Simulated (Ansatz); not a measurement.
HOS, SMILES `O[S+]` (lower triplet) (charge 1, multiplicity 3). This triplet lies 0.54 eV below the relaxed singlet at the level composite: frozen-core CCSD(T) with HF/cc-pV5Z and the correlation energy extrapolated as X^-3 from cc-pVQZ and cc-pV5Z, plus CCSDT(Q) minus CCSD(T) in cc-pVDZ // B3LYP-D3(BJ)/def2-TZVP (Ansatz, a quantum-chemistry and plane-wave program).

Calculation: HSE06/cc-pVTZ // B3LYP-D3(BJ)/def2-TZVP (Ansatz).

Ansatz 0.2 input:
```yaml
crystal:
  periodic: [false, false, false]
  atoms:
    - { symbol: O, position_ang: [-0.239558, 0.363161, 0.0] }
    - { symbol: S, position_ang: [1.230379, -0.087144, -0.000004] }
    - { symbol: H, position_ang: [-0.990821, -0.276016, 0.000004] }
basis:
  gaussian: { orbitals: cc-pVTZ }
hamiltonian:
  xc: hse06
total_charge: 1
magnetization:
  spin_polarized: true
  initial_magnetization: 2
```

Output:

```
Functional definition: HSE06
511 factors; their error is unknown
38 factors; integrals over basis functions are off by at most 2.2e-6 eV
mean field evaluation 1: about -12869.6948 eV, gradient 6.4e1 eV
mean field evaluation 2: about -12800.5154 eV, gradient 1.3e2 eV
mean field evaluation 4: about -12882.6080 eV, gradient 5.1e0 eV
mean field evaluation 8: about -12882.7358 eV, gradient 1.3e-1 eV
mean field evaluation 16: about -12882.7359 eV, gradient 3.1e-5 eV
mean field -12882.73589339 eV, -473.4318118501 hartree, gradient 3.1e-5 eV, S^2 2.007366; 0 other end points of the search recorded, 0 dependent functions left out
reference -12882.73591728 eV, -473.4318127281 hartree; 13, 11 occupied and 65, 67 virtual orbitals, 511 factors
Total energy: -12882.73591728 eV, -473.4318127281 hartree
```
